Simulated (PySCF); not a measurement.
**Calcium: a sound run and one with changed settings**

Sound run: Ca²⁺ [Ar], Ca³⁺ [Ne] 3s2 3p5. All numbers are calculated (PySCF 2.14, the spin-free X2C one-electron Hamiltonian (Gaussian nucleus), in aug-cc-pVDZ-X2C (6s5p3d, 36 functions)). The sound run starts from symmetry-adapted Hartree-Fock orbitals and uses a fine grid where one is needed.

A second run was set up differently.

```json
{"species": "Ca²⁺", "method": "UHF", "sound run (hartree)": "-679.02303", "changed run (hartree)": "-679.02302", "converged": "no"}
{"species": "Ca²⁺", "method": "PBE0", "sound run (hartree)": "-679.61382", "changed run (hartree)": "-679.61381", "converged": "no"}
{"species": "Ca²⁺", "method": "LDA", "sound run (hartree)": "-677.90429", "changed run (hartree)": "-677.90423", "converged": "no"}
{"species": "Ca³⁺", "method": "UHF", "sound run (hartree)": "-677.16402", "changed run (hartree)": "-677.16351", "converged": "no"}
{"species": "Ca³⁺", "method": "PBE0", "sound run (hartree)": "-677.70751", "changed run (hartree)": "-677.70747", "converged": "no"}
{"species": "Ca³⁺", "method": "LDA", "sound run (hartree)": "-675.99236", "changed run (hartree)": "-675.99215", "converged": "no"}
```

Task: What was changed?
A. angular grid far too coarse
B. too few SCF iterations
C. basis contracted for another Hamiltonian
D. a valence shell is frozen

Result: B. It used initial guess minao, at most 2 SCF cycles. The SCF was stopped early; the energies are upper bounds that still move, and correlated levels were skipped or rest on poor orbitals.
